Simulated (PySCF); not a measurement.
Gas-phase reaction: BBr3 + 2 BCl3 → 3 BrCl + 3 BCl

Method: PySCF energies (xtb for GFN2) plus ideal-gas RRHO corrections (1 bar). † marks an energy on the PBE0/def2-TZVP geometry and frequencies; other levels use their own. MP2 freezes the core. All species are closed-shell singlets. B3LYP is the form with VWN-RPA correlation. Br: all electrons, no relativistic terms. MP2 isn't extrapolated to the basis-set limit; its ΔH°(298 K) is 1826.6 kJ in def2-SVP and 1743.2 kJ in def2-TZVPP. The harmonic model lacks anharmonicity and excited electronic states, which grow with temperature; levels with a mode under 35 cm⁻¹ are left out.

| level | ΔE electronic, kJ | ΔH°(298 K), kJ | ΔS°(298 K), J/K | ΔG°(1400 K), kJ |
|---|---|---|---|---|
| B3LYP/def2-TZVP† | 1597 | 1575 | 455 | 946 |
| BLYP/def2-TZVP† | 1532 | 1510 | 455 | 881 |
| GFN2-xTB | 1345 | 1334 | 440 | 738 |
| HF/def2-TZVP† | 1567 | 1545 | 455 | 916 |
| MP2/def2-TZVPP† | 1765 | 1743 | 455 | 1115 |
| PBE/def2-SVP | 1755 | 1733 | 456 | 1103 |
| r2SCAN/def2-TZVP† | 1729 | 1707 | 455 | 1079 |
| LDA/def2-TZVP† | 1818 | 1796 | 455 | 1167 |
ΔH° is lowest at GFN2-xTB and highest at LDA/def2-TZVP†. No reference value is set beside these.
